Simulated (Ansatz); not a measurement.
`N[BH][GeH3]` + H₂Te → `[GeH3][TeH]` + `BN` at 400 K and 1 bar (cleavage of the Ge–B bond).

Program: Ansatz. Geometries: PBE0-D4/def2-TZVP. ΔE: electronic, gas phase. CCSD(T)/CBS adds triple-zeta CCSD(T) − MP2 to the extrapolated MP2 energy (def2 sets, frozen cores). This one scheme is used for every species. Elements past krypton have def2 core potentials. For Ge, Te outer-core shells are correlated without core-valence functions, which leaves a few kJ/mol of doubt a bond. Scalar relativity is left out up to krypton. Each species was taken in one conformer, which may not be the lowest.

```json
{"species": "`N[BH][GeH3]`", "CCSD(T)/CBS energy (Eh)": "-2159.24602", "H − E (kJ/mol)": "193.0", "S (J/(mol·K))": "336.5"}
{"species": "H₂Te", "CCSD(T)/CBS energy (Eh)": "-268.91024", "H − E (kJ/mol)": "45.0", "S (J/(mol·K))": "239.1"}
{"species": "`[GeH3][TeH]`", "CCSD(T)/CBS energy (Eh)": "-2346.24724", "H − E (kJ/mol)": "101.5", "S (J/(mol·K))": "333.5"}
{"species": "`BN`", "CCSD(T)/CBS energy (Eh)": "-81.93499", "H − E (kJ/mol)": "142.5", "S (J/(mol·K))": "243.5"}
```

H − E and S are ideal-gas, rigid-rotor, harmonic terms from PBE0-D4/def2-TZVP, for one conformer and one mirror image of each species. 1 Eh = 2625.50 kJ/mol, R = 8.31446 J/(mol·K).

**Question.** By hand: ΔE, ΔH, ΔS and ΔG.

**Answer.** ΔE = (-2346.24724) + (-81.93499) − (-2159.24602) − (-268.91024) = -0.02597 Eh = -68.2 kJ/mol. Δ(H − E) = 101.5 + 142.5 − 193.0 − 45.0 = 6.0, so ΔH = -62.2 kJ/mol. ΔS = 333.5 + 243.5 − 336.5 − 239.1 = 1.4 J/(mol·K). ΔG = -62.2 − 400 × (1.4)/1000 = -62.8 kJ/mol.

**Question.** By hand: the equilibrium constant, and the temperature at which ΔG would vanish if ΔH and ΔS stayed fixed.

**Answer.** log₁₀ K = −ΔG/(RT ln 10) = 8.2. ΔH and −TΔS have one sign here, so there is no such temperature. One of them is within its doubt of zero, so this could turn.

The number of gas molecules stays the same, so ΔS is small and ΔH decides. A doubt of 5 kJ/mol in ΔE shifts log₁₀ K by 0.7 here. Other conformers and mirror images would add mixing entropy, several J/(mol·K) or more a flexible species. These are equilibria of isolated gas molecules and say nothing of rates. Largest T1 diagnostic: 0.013 (customary marks: 0.02 for closed shells, 0.045 for open ones).
